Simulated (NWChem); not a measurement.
Molecule: C₂H₃Br; SMILES C=CBr

```xyz
6

C     -0.3288     2.1176     0.0000
C      0.5186     1.0969     0.0000
Br    -0.0397    -0.7315     0.0000
H     -1.4061     1.9885     0.0000
H      0.0588     3.1333     0.0000
H      1.5977     1.1950     0.0000
```
Atoms are numbered in this order, from 1.

Computed with NWChem. Medium grid unless said otherwise, to which SCAN and Minnesota functionals are sensitive. All runs use the structure optimised with B3LYP/6-31G* (spherical d). B3LYP is NWChem's, with the RPA form of VWN correlation.

Task: Order these by “highest occupied level (eV)”, lowest first: PBE/def2-SVP; B3LYP/def2-SVP; Hartree-Fock/def2-SVP.

Result: Hartree-Fock/def2-SVP (-9.93), B3LYP/def2-SVP (-7.06), PBE/def2-SVP (-6.16)
